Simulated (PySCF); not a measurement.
H₄Si₂, SMILES [SiH][SiH3] (connectivity only; charge and spin as stated), neutral, multiplicity 1.

Coordinates come from a ωB97X-D3(BJ)/def2-TZVP optimisation. The isomer is the one that the SMILES or the coordinates give; other isomers of the formula were not compared.

Two levels are set side by side: PBE/def2-TZVPD (PySCF) and PBE0/def2-TZVPD (PySCF). Same geometry, gas phase. Differences are taken from unrounded values.

| quantity | PBE0 |
|---|---|
| orbital gap (eV) | 3.26 |
| highest occupied level (eV) | -6.64 |
| lowest empty level (eV) | -3.38 |
| dipole moment (D) | 0.17 |
| mean polarisability (bohr³) | 67.9 |

Problem. What does PBE give, and how far is it from PBE0? (Estimate from the structure and the level; the computed values follow.)

Solution. 
```json
[
 {"quantity": "orbital gap (eV)", "PBE": "1.42", "PBE minus PBE0": "-1.84"},
 {"quantity": "highest occupied level (eV)", "PBE": "-5.68", "PBE minus PBE0": "0.97"},
 {"quantity": "lowest empty level (eV)", "PBE": "-4.26", "PBE minus PBE0": "-0.87"},
 {"quantity": "dipole moment (D)", "PBE": "0.16", "PBE minus PBE0": "-0.01"},
 {"quantity": "mean polarisability (bohr³)", "PBE": "70.3", "PBE minus PBE0": "2.4"}
]
```

PBE's occupied levels lie high since its potential decays too fast outside the molecule; exact exchange lowers them and widens the gap. Loosely held outer electrons make PBE densities more polarisable. Differences between two approximate levels are no errors against the true value.

Rough cost on one machine, each run with all the roots and properties that it gave: PBE0 against PBE within a factor of 2.
